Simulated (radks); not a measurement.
Values are calculated unless marked as measured or tabulated.
W, 74 electrons, occupied as [Xe] 4f14 5d4 6s2. Code: a radial shooting solver on a logarithmic mesh with Libxc functionals. Model: scalar-relativistic Kohn-Sham, PBE, spin-unpolarised, spherical densities, finite nucleus; Fermi nuclear charge, rms radius 5.3658 fm. Some entries of the table are withheld. Estimate them.

orbital,occ.,eigenvalue (hartree),<1/r> (bohr^-1)
1s,2,-2552.979,87.05
2s,2,-440.6658,20.35
2p,6,-385.4746,18.45
3s,2,-101.4896,7.538
3p,6,-85.13739,6.961
3d,10,-66.30377,6.577
4s,2,-20.93606,3.203
4p,6,-15.57057,2.911
4d,10,-8.76251,2.589
5s,2,-2.90456,1.252
5p,6,-1.58780,1.051
4f,14,-1.22056,(1)
6s,2,-0.20986,0.3984
5d,4,-0.16473,(2)
6p,0,-0.05005,0.2614

Answer. 
(1) 4f <1/r> (bohr^-1): 2.084
(2) 5d <1/r> (bohr^-1): 0.6430
